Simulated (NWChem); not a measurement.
Lowest excitation of F$_{3}$Ga

SMILES: [F][Ga]([F])[F]
```xyz
4

Ga     0.0000     0.0000     0.0000
F      0.0000     0.0000     1.7333
F     -1.5011     0.0000    -0.8666
F      1.5011     0.0000    -0.8666
```
Charge 0, spin multiplicity 1.

Everything below was run with NWChem. All single points use one geometry, from B3LYP/def2-SVP, a minimum by its harmonic frequencies.

Basis set: def2-SVP.

| method | lowest vertical singlet excitation energy (eV) | relative cost | difference from EOM-CCSD |
|---|---|---|---|
| TD-PBE | 6.13 | under 3 | -2.42 |
| CIS | 10.26 | under 3 | +1.72 |
| EOM-CCSD | 8.54 | 5 | 0.00 |
| TD-LDA (SVWN5) | 6.09 | 1 | -2.45 |
| TD-B3LYP | 6.92 | under 3 | -1.62 |

The values span 4.17 eV, from TD-LDA (SVWN5) (lowest) to CIS (highest). The cost column gives rough processor time relative to TD-LDA (SVWN5); each entry includes its own SCF.

The Hamiltonian is non-relativistic. The correlated methods keep 12 core orbitals frozen. B3LYP has NWChem's definition, with VWN1-RPA local correlation. The structure started from a generated list of species. Differences from the coupled-cluster row are differences between methods, not errors against experiment.
